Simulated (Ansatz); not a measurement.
**Calibrating B3LYP-D4/def2-TZVPP on molecular compounds of Si**

The vertical ionisation energy (cation less neutral) in eV of 8 molecular compounds of Si: x at B3LYP-D4/def2-TZVPP, y at CCSD(T)/def2-TZVPP. Shapes, held fixed at every level: PBE0-D4/def2-TZVP. Flexible molecules stand in one conformer, not always the lowest. Programs: Ansatz 0.2.0.

| molecule | x (eV) | y (eV) |
| --- | --- | --- |
| C3H8Cl3NSi (SMILES CC(C)N[Si](Cl)(Cl)Cl) | 9.35 | 9.51 |
| C2H9FGeOSi (SMILES CO[Si](C)(F)[GeH3]) | 9.60 | 9.85 |
| Si3H8O2 (SMILES O[SiH]([SiH3])O[SiH3]) | 9.72 | 9.97 |
| SiH3(SH) (sulfanylsilane) | 9.90 | 9.93 |
| SiH(NH2)(OH)2 | 10.28 | ? |
| SiH3Br (SMILES [SiH3]Br) | 10.88 | 10.98 |
| SiH(NH2)F2 | 11.09 | 11.06 |
| Si(OH)(SiH3)F2 | 11.30 | 11.41 |

Fit y = c + s·x to the known rows and predict y for SiH(NH2)(OH)2.


1. Means of the 7 rows: x = 10.2629, y = 10.387.
2. Σ(Δx)² = 3.8397, Σ(Δx·Δy) = 3.5324, so the slope is 3.5324/3.8397 = 0.91997.
3. Intercept: 10.387 − (0.91997) × 10.2629 = 0.945. The largest residual of the fit is 0.12.
4. SiH(NH2)(OH)2: 0.945 + 0.91997 × 10.28 = 10.40 eV.

CCSD(T)/def2-TZVPP gives 10.35 eV, so the prediction is off by +0.05 eV, within the largest residual. Uncorrected, B3LYP-D4/def2-TZVPP misses SiH(NH2)(OH)2 by -0.07 eV, and the other rows by 0.13 on average. The line removes about 30 % of this miss. Left out in turn, the other rows are missed by 0.10 eV on average. Cations run unrestricted. Relativity is left out for Br, Ge. Outer-core shells of Br, Ge are correlated, in sets that cover them unevenly.
